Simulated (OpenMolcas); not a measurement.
Ag4+.

```json
{
  "Program": "OpenMolcas",
  "Basis": "ANO-RCC-VTZP [7s6p4d2f1g]",
  "Scalar Hamiltonian": "DKH2, point nucleus",
  "Active space": "7 electrons in 5 orbitals (4d)",
  "State averaging": "2S+1 = 4 even, 10 roots; 2S+1 = 2 even, 40 roots",
  "Spin-orbit coupling": "RASSI with atomic mean-field integrals over the reference wave functions, term energies averaged over their components"
}
```

Two sets of levels on these reference wave functions, in cm⁻¹ above 4d⁷ ⁴F_9/2: one from CASSCF and one from MS-CASPT2, IPEA 0.25 Eh, imaginary shift 0.1 Eh (closed shells correlated: 4s 4p).

| Level | Set 1 | Set 2 |
| --- | --- | --- |
| 4d⁷ ⁴F_9/2 | 0.0 | 0.0 |
| 4d⁷ ⁴F_7/2 | 3500 | 3460 |
| 4d⁷ ⁴F_5/2 | 5580 | 5610 |
| 4d⁷ ⁴F_3/2 | 6860 | 6950 |
| 4d⁷ ⁴P_3/2 [66 %] | 14910 | 18350 |
| 4d⁷ ⁴P_5/2 | 15520 | 18610 |
| 4d⁷ ²G_9/2 | 17500 | 19410 |
| 4d⁷ ⁴P_1/2 | 17630 | 20870 |
| 4d⁷ ²G_7/2 | 20870 | 22850 |
| 4d⁷ ²H_11/2 | 23690 | 25810 |
| 4d⁷ ²D_5/2(1) | 24980 | 28400 |
| 4d⁷ ²P_1/2 | 24930 | 29110 |
| 4d⁷ ²H_9/2 | 27250 | 29340 |
| 4d⁷ ²D_3/2(1) [67 %] | 30530 | 34220 |
| 4d⁷ ²F_5/2 | 36050 | 42230 |
| 4d⁷ ²F_7/2 | 37870 | 43960 |

Problem. Which set is which?

Solution. Set 1 is MS-CASPT2. Its levels of the other terms of 4d⁷ lie at 0.81 to 0.93 of the other set's values, as expected, since terms of lower spin or lower L gain more correlation energy than the Hund ground term. Against 15 measured levels (the list in Gamrath, thesis, University of Mons (2023)) the mean absolute deviation is 650 cm-1 with it and 3400 cm-1 without; single levels miss by up to 1400 cm-1 with it.

CASPT2 breaks the degeneracy within a term, and the mean is taken; among the terms shown or strongly mixed into the levels shown the widest spread is 760 cm-1 (4d⁷ ⁴F, MS-CASPT2). Without dynamic correlation excited terms often stand tens of per cent too high (terms of higher spin than the ground term too low), and those without a measured partner can miss by more than the paired ones (holds for CASSCF). Measured partners are found by configuration, term and J. A level has none where our copy of the source lacks it or the pairing is in doubt (some pairs that miss far off the trend of their configuration count as doubtful), and it then counts in no deviation. Levels of configurations outside the active space are missing. The table leaves out levels that lie high or whose names do not pair safely across all columns.

A share in square brackets marks a mixed level and gives the weight of the term that names it, the lowest over the columns. A number in round brackets counts repeated terms of one configuration in the order of the reference energies.
